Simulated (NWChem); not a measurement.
The numbers come from NWChem runs, not from measurements. System: FNa, charge 0, spin multiplicity 1, optimised in this run. The structure started from a generated list of species. Level: PBE0/def2-SVP.

NWChem printed:

```
             Northwest Computational Chemistry Package (NWChem) 7.3.0
             --------------------------------------------------------

                                NWChem Input Module
                                -------------------

 Scaling coordinates for geometry "geometry" by  1.889725989
 (inverse scale =  0.529177249)

 Turning off AUTOSYM since
 SYMMETRY directive was detected!

          ------
          auto-z
          ------

                             Geometry "geometry" -> ""
                             -------------------------

 Output coordinates in angstroms (scale by  1.889725989 to convert to a.u.)

  No.       Tag          Charge          X              Y              Z
 ---- ---------------- ---------- -------------- -------------- --------------
    1 Na                  11.0000     0.00000000     0.00000000    -0.78691185
    2 F                    9.0000     0.00000000     0.00000000     0.96178115

 Effective nuclear repulsion energy (a.u.)      29.9586878034

            Nuclear Dipole moment (a.u.)
            ----------------------------
        X                 Y               Z
 ---------------- ---------------- ----------------
     0.0000000000     0.0000000000     0.0000000000

      Symmetry information
      --------------------

 Group name             C2v
 Group number             16
 Group order               4
 No. of unique centers     2

      Symmetry unique atoms

     1    2


 Summary of "ao basis" -> "" (spherical)
 ------------------------------------------------------------------------------
       Tag                 Description            Shells   Functions and Types
 ---------------- ------------------------------  ------  ---------------------
 *                          def2-svp                  on all atoms

                           NWChem Geometry Optimization
                           ----------------------------

 maximum gradient threshold         (gmax) =   0.000450
 rms gradient threshold             (grms) =   0.000300
 maximum cartesian step threshold   (xmax) =   0.001800
 rms cartesian step threshold       (xrms) =   0.001200
 fixed trust radius                (trust) =   0.300000
 maximum step size to saddle      (sadstp) =   0.100000
 energy precision                  (eprec) =   5.0D-06
 maximum number of steps          (nptopt) =   80
 initial hessian option           (inhess) =    0
 line search option               (linopt) =    1
[...]
    2       -6.963 ||    0.062524           1.442        60.952      23.377
    3       -2.380 ||    0.000010           0.000         0.010       0.004
    4       -2.364 ||    0.000013           0.000         0.013       0.005
    5        2.243 ||    0.000000           0.000         0.000       0.000
    6      600.353 ||    0.035404           0.817        34.513      13.237
 ----------------------------------------------------------------------------

        Vibrational analysis via the FX method
  --- with translations and rotations projected out ---
  --- via the Eckart algorithm                      ---
 Dependent rotation vector no.                    3
  found in ECKART; assuming linear geometry
 Projected Nuclear Hessian trans-rot subspace norm:7.1770D-47
                         (should be close to zero!)

          --------------------------------------------------------
          MASS-WEIGHTED PROJECTED HESSIAN (Hartree/Bohr/Bohr/Kamu)
          --------------------------------------------------------

               1            2            3            4            5            6
   ----- ----- ----- ----- -----
    1    0.00000D+00
    2    0.00000D+00  0.00000D+00
    3   -2.87843D-22  5.75685D-22  6.17167D+00
    4    0.00000D+00  0.00000D+00  2.40030D-22  0.00000D+00
    5    3.09218D-25  0.00000D+00  8.16335D-23  0.00000D+00  0.00000D+00
    6    4.32905D-23 -3.33955D-22 -6.78909D+00 -2.63958D-22 -8.70790D-23  7.46828D+00

 center of mass
 --------------
 x =   0.00000000 y =   0.00000000 z =  -0.00437275

 moments of inertia (a.u.)
 ------------------
         132.446983735272           0.000000000000           0.000000000000
           0.000000000000         132.446983735272           0.000000000000
           0.000000000000           0.000000000000           0.000000000000

 Rotational Constants
 --------------------
 A=   0.000000 cm-1  (  0.000000 K)
 B=   0.454523 cm-1  (  0.653942 K)
 C=   0.454523 cm-1  (  0.653942 K)

 Temperature                      =   298.15K
 frequency scaling parameter      =   1.0000

 Linear Molecule

 Zero-Point correction to Energy  =    0.858 kcal/mol  (  0.001367 au)
 Thermal correction to Energy     =    2.439 kcal/mol  (  0.003886 au)
 Thermal correction to Enthalpy   =    3.031 kcal/mol  (  0.004830 au)

 Total Entropy                    =   51.711 cal/mol-K
   - Translational                =   37.115 cal/mol-K (mol. weight =  41.9882)
   - Rotational                   =   14.147 cal/mol-K (symmetry #  =        1)
   - Vibrational                  =    0.449 cal/mol-K

 Cv (constant volume heat capacity) =    5.996 cal/mol-K
   - Translational                  =    2.979 cal/mol-K
   - Rotational                     =    1.986 cal/mol-K
   - Vibrational                    =    1.031 cal/mol-K


 ----------------------------------------------------------------------------
 Normal Eigenvalue ||    Projected Derivative Dipole Moments (debye/angs)
  Mode   [cm**-1]  ||      [d/dqX]             [d/dqY]           [d/dqZ]
 ------ ---------- || ------------------ ------------------ -----------------
    1       -0.000 ||      -0.000               0.000             0.000
    2        0.000 ||       0.808              -0.000             0.000
    3        0.000 ||      -0.000               0.808            -0.000
    4        0.000 ||      -0.889              -0.000            -0.000
    5        0.000 ||      -0.000              -0.889            -0.000
    6      600.358 ||      -0.000              -0.000            -0.904
 ----------------------------------------------------------------------------

 ----------------------------------------------------------------------------
 Normal Eigenvalue ||           Projected Infra Red Intensities
  Mode   [cm**-1]  || [atomic units] [(debye/angs)**2] [(KM/mol)] [arbitrary]
 ------ ---------- || -------------- ----------------- ---------- -----------
    1       -0.000 ||    0.000000           0.000         0.000       0.000
    2        0.000 ||    0.028297           0.653        27.585      10.580
    3        0.000 ||    0.028297           0.653        27.585      10.580
    4        0.000 ||    0.034241           0.790        33.380      12.802
    5        0.000 ||    0.034241           0.790        33.380      12.802
    6      600.358 ||    0.035404           0.817        34.513      13.237
 ----------------------------------------------------------------------------

 Task  times  cpu:        5.3s     wall:        5.3s

 Total times  cpu:        7.6s     wall:        7.6s
```

Question: Write an NWChem input that would produce this output.

Answer: This is not unique; one that fits is 
```
start mol
memory heap 200 mb stack 900 mb global 1100 mb
geometry units angstroms
  Na     0.000000     0.000000    -0.786912
  F      0.000000     0.000000     0.961781
  symmetry group C2v
end
basis spherical
  * library def2-svp
end
dft
  xc pbe0
  semidirect memsize 60000000 filesize 0
  iterations 100
end
driver
  maxiter 80
end
task dft optimize
task dft freq
```
